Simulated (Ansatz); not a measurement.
# Molecular dynamics of Cl4Ti

Input file:

```yaml
crystal:
  periodic: [false, false, false]
  atoms:
    - { symbol: Ti, position_ang: [0.000463, 0.0, 0.000479] }
    - { symbol: Cl, position_ang: [0.000193, 0.0, 2.188331] }
    - { symbol: Cl, position_ang: [2.063279, 0.0, -0.728554] }
    - { symbol: Cl, position_ang: [-1.030818, 1.786376, -0.728928] }
    - { symbol: Cl, position_ang: [-1.030818, -1.786376, -0.728928] }
basis:
  gaussian: { orbitals: def2-SVP }
hamiltonian:
  xc: blyp
  dispersion: d4
md:
  timestep: 2.0
  n_steps: 150
  ensemble: nvt_langevin
  temperature: 300.0
  initial_velocities: maxwell_boltzmann
  seed: 620820
  friction: 0.01
```

Run as:

```bash
$ ansatz run input.yaml --threads 2 --pin off --max-ram 3072MiB --backend cpu --events-out ev --progress --plain --runs-dir out
```

It starts from a relaxed structure.

Output, in part (one step line in 3, the closing report, with atoms numbered from 0):

```
md step     0: t =     0.00 fs  T =   240.0 K  F+E_penalty+E_count = -73195.87192880 eV  E_kin = 0.155112 eV  (28 SCF iters)
md step     3: t =     6.00 fs  T =   187.6 K  F+E_penalty+E_count = -73195.86220649 eV  E_kin = 0.121234 eV  (27 SCF iters)
md step     6: t =    12.00 fs  T =   160.4 K  F+E_penalty+E_count = -73195.84100030 eV  E_kin = 0.103682 eV  (27 SCF iters)
md step     9: t =    18.00 fs  T =   208.5 K  F+E_penalty+E_count = -73195.82064001 eV  E_kin = 0.134723 eV  (27 SCF iters)
md step    12: t =    24.00 fs  T =   185.2 K  F+E_penalty+E_count = -73195.81760139 eV  E_kin = 0.119677 eV  (28 SCF iters)
md step    15: t =    30.00 fs  T =   182.4 K  F+E_penalty+E_count = -73195.82903337 eV  E_kin = 0.117871 eV  (27 SCF iters)
md step    18: t =    36.00 fs  T =   264.4 K  F+E_penalty+E_count = -73195.83311707 eV  E_kin = 0.170894 eV  (28 SCF iters)
md step    21: t =    42.00 fs  T =   238.7 K  F+E_penalty+E_count = -73195.82332028 eV  E_kin = 0.154275 eV  (27 SCF iters)
md step    24: t =    48.00 fs  T =   193.8 K  F+E_penalty+E_count = -73195.80150793 eV  E_kin = 0.125233 eV  (28 SCF iters)
md step    27: t =    54.00 fs  T =   206.9 K  F+E_penalty+E_count = -73195.77405549 eV  E_kin = 0.133698 eV  (29 SCF iters)
md step    30: t =    60.00 fs  T =   171.5 K  F+E_penalty+E_count = -73195.75626973 eV  E_kin = 0.110844 eV  (29 SCF iters)
md step    33: t =    66.00 fs  T =   217.4 K  F+E_penalty+E_count = -73195.76307814 eV  E_kin = 0.140504 eV  (28 SCF iters)
md step    36: t =    72.00 fs  T =   213.2 K  F+E_penalty+E_count = -73195.77160981 eV  E_kin = 0.137776 eV  (28 SCF iters)
md step    39: t =    78.00 fs  T =   240.8 K  F+E_penalty+E_count = -73195.77218013 eV  E_kin = 0.155660 eV  (28 SCF iters)
md step    42: t =    84.00 fs  T =   145.3 K  F+E_penalty+E_count = -73195.76374149 eV  E_kin = 0.093883 eV  (29 SCF iters)
md step    45: t =    90.00 fs  T =   132.7 K  F+E_penalty+E_count = -73195.77543884 eV  E_kin = 0.085768 eV  (29 SCF iters)
md step    48: t =    96.00 fs  T =   164.5 K  F+E_penalty+E_count = -73195.79258940 eV  E_kin = 0.106326 eV  (28 SCF iters)
md step    51: t =   102.00 fs  T =   180.9 K  F+E_penalty+E_count = -73195.78463093 eV  E_kin = 0.116939 eV  (28 SCF iters)
md step    54: t =   108.00 fs  T =   178.8 K  F+E_penalty+E_count = -73195.76407865 eV  E_kin = 0.115550 eV  (29 SCF iters)
md step    57: t =   114.00 fs  T =   166.1 K  F+E_penalty+E_count = -73195.75779275 eV  E_kin = 0.107347 eV  (28 SCF iters)
md step    60: t =   120.00 fs  T =   159.3 K  F+E_penalty+E_count = -73195.76675793 eV  E_kin = 0.102934 eV  (28 SCF iters)
md step    63: t =   126.00 fs  T =   198.1 K  F+E_penalty+E_count = -73195.79105513 eV  E_kin = 0.128040 eV  (28 SCF iters)
md step    66: t =   132.00 fs  T =   231.0 K  F+E_penalty+E_count = -73195.80931542 eV  E_kin = 0.149272 eV  (27 SCF iters)
md step    69: t =   138.00 fs  T =   229.0 K  F+E_penalty+E_count = -73195.82598219 eV  E_kin = 0.148002 eV  (27 SCF iters)
md step    72: t =   144.00 fs  T =   259.7 K  F+E_penalty+E_count = -73195.82392091 eV  E_kin = 0.167849 eV  (27 SCF iters)
md step    75: t =   150.00 fs  T =   304.7 K  F+E_penalty+E_count = -73195.81006940 eV  E_kin = 0.196897 eV  (27 SCF iters)
md step    78: t =   156.00 fs  T =   256.8 K  F+E_penalty+E_count = -73195.79334289 eV  E_kin = 0.165939 eV  (28 SCF iters)
md step    81: t =   162.00 fs  T =   224.8 K  F+E_penalty+E_count = -73195.79149620 eV  E_kin = 0.145283 eV  (29 SCF iters)
md step    84: t =   168.00 fs  T =   220.5 K  F+E_penalty+E_count = -73195.79624908 eV  E_kin = 0.142508 eV  (29 SCF iters)
md step    87: t =   174.00 fs  T =   256.9 K  F+E_penalty+E_count = -73195.79626797 eV  E_kin = 0.166021 eV  (29 SCF iters)
md step    90: t =   180.00 fs  T =   254.5 K  F+E_penalty+E_count = -73195.78488360 eV  E_kin = 0.164474 eV  (29 SCF iters)
md step    93: t =   186.00 fs  T =   250.5 K  F+E_penalty+E_count = -73195.75341084 eV  E_kin = 0.161906 eV  (29 SCF iters)
md step    96: t =   192.00 fs  T =   212.1 K  F+E_penalty+E_count = -73195.70610686 eV  E_kin = 0.137103 eV  (29 SCF iters)
md step    99: t =   198.00 fs  T =   195.4 K  F+E_penalty+E_count = -73195.69347471 eV  E_kin = 0.126261 eV  (28 SCF iters)
md step   102: t =   204.00 fs  T =   218.1 K  F+E_penalty+E_count = -73195.72999516 eV  E_kin = 0.140985 eV  (28 SCF iters)
md step   105: t =   210.00 fs  T =   200.4 K  F+E_penalty+E_count = -73195.75929549 eV  E_kin = 0.129526 eV  (30 SCF iters)
md step   108: t =   216.00 fs  T =   197.0 K  F+E_penalty+E_count = -73195.75071994 eV  E_kin = 0.127342 eV  (29 SCF iters)
md step   111: t =   222.00 fs  T =   162.2 K  F+E_penalty+E_count = -73195.72813952 eV  E_kin = 0.104862 eV  (31 SCF iters)
md step   114: t =   228.00 fs  T =    97.5 K  F+E_penalty+E_count = -73195.72466580 eV  E_kin = 0.063034 eV  (31 SCF iters)
md step   117: t =   234.00 fs  T =   103.2 K  F+E_penalty+E_count = -73195.74047320 eV  E_kin = 0.066713 eV  (30 SCF iters)
md step   120: t =   240.00 fs  T =   176.8 K  F+E_penalty+E_count = -73195.77517101 eV  E_kin = 0.114271 eV  (30 SCF iters)
md step   123: t =   246.00 fs  T =   277.1 K  F+E_penalty+E_count = -73195.79755780 eV  E_kin = 0.179059 eV  (29 SCF iters)
md step   126: t =   252.00 fs  T =   263.9 K  F+E_penalty+E_count = -73195.77799653 eV  E_kin = 0.170583 eV  (27 SCF iters)
md step   129: t =   258.00 fs  T =   234.2 K  F+E_penalty+E_count = -73195.72874774 eV  E_kin = 0.151391 eV  (30 SCF iters)
md step   132: t =   264.00 fs  T =   202.3 K  F+E_penalty+E_count = -73195.71103530 eV  E_kin = 0.130766 eV  (29 SCF iters)
md step   135: t =   270.00 fs  T =   223.3 K  F+E_penalty+E_count = -73195.73859089 eV  E_kin = 0.144316 eV  (29 SCF iters)
md step   138: t =   276.00 fs  T =   230.5 K  F+E_penalty+E_count = -73195.76938557 eV  E_kin = 0.148969 eV  (29 SCF iters)
md step   141: t =   282.00 fs  T =   327.9 K  F+E_penalty+E_count = -73195.80825620 eV  E_kin = 0.211927 eV  (28 SCF iters)
md step   144: t =   288.00 fs  T =   479.2 K  F+E_penalty+E_count = -73195.81704937 eV  E_kin = 0.309703 eV  (28 SCF iters)
md step   147: t =   294.00 fs  T =   384.6 K  F+E_penalty+E_count = -73195.78306116 eV  E_kin = 0.248579 eV  (29 SCF iters)
md step   150: t =   300.00 fs  T =   397.7 K  F+E_penalty+E_count = -73195.71650489 eV  E_kin = 0.257025 eV  (30 SCF iters)
Total energy: -73195.71696316 eV, -2689.8929845571 hartree
Atom 0 at     0.184869     0.396492     0.083196 Å, force    -0.406684    -1.491315    -1.747669 eV/Å
Atom 1 at     0.019907     0.580670     2.193630 Å, force     0.059343     0.026879     1.115116 eV/Å
Atom 2 at     2.141100    -0.236959    -0.733437 Å, force    -0.111123     0.278703     0.311096 eV/Å
Atom 3 at    -0.510744     2.225203    -0.824248 Å, force    -0.031126     0.458405    -0.185809 eV/Å
Atom 4 at    -1.185070    -1.235274    -0.703753 Å, force     0.489589     0.727328     0.507266 eV/Å
Dipole moment:     0.046862     0.121956     0.127115 e Å
```

All steps were run. The mean temperature of the second half is 19 % below the set value. A run of 0.3 ps of so small a system gives no equilibrium averages.

The same pairs are bonded in the first frame and the last. Pairs count as bonded within 1.25 times the sum of covalent radii (0.12 Å more for H–H).

Last frame:

```xyz
5
Properties=species:S:1:pos:R:3
Ti 0.185 0.397 0.083
Cl 0.020 0.581 2.194
Cl 2.141 -0.237 -0.733
Cl -0.511 2.225 -0.824
Cl -1.185 -1.235 -0.704
```

Run time: 5 min on 2 threads of Arm Neoverse V2, on a shared host, peak memory 0.16 GiB.
